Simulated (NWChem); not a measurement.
Species: CH₃F₂NSi₂; SMILES F[Si]1(F)C=N[SiH2]1

```xyz
9

F     -0.1638    -1.6701    -1.2830
Si    -0.0221    -0.6933     0.0000
F     -0.1638    -1.6701     1.2830
C      1.4727     0.4900     0.0000
N      0.9681     1.6719     0.0000
Si    -0.8341     1.4930     0.0000
H      2.5694     0.3484     0.0000
H     -1.4578     2.0804     1.2199
H     -1.4578     2.0804    -1.2199
```
Atoms are numbered in this order, from 1.

Level: PBE0/def2-SVP (NWChem), optimised geometry, unscaled harmonic frequencies. 

```tsv
frequency (cm⁻¹)	IR intensity (km/mol)
86	7.6
143	0.1
238	17.1
275	16.4
306	1.1
436	31.5
475	11.6
505	10.8
658	16.5
686	28.0
737	116.5
796	107.2
894	1.5
898	206.6
947	76.5
948	151.6
1289	17.1
1635	36.6
2247	80.7
2259	83.6
3084	28.5
```

| Property | Value |
|---|---|
| zero-point energy | 27.9 kcal/mol |
| thermal correction to the enthalpy at 298.15 K (with zero-point energy) | 32.9 kcal/mol |
| heat capacity Cv | 24.2 cal/(mol K) |
| entropy at 298.15 K and 1 atm (symmetry number 1) | 83.3 cal/(mol K) |
| dipole moment | 0.76 D |

Rigid rotor and harmonic oscillator; modes under 100 cm⁻¹ make the entropy uncertain.
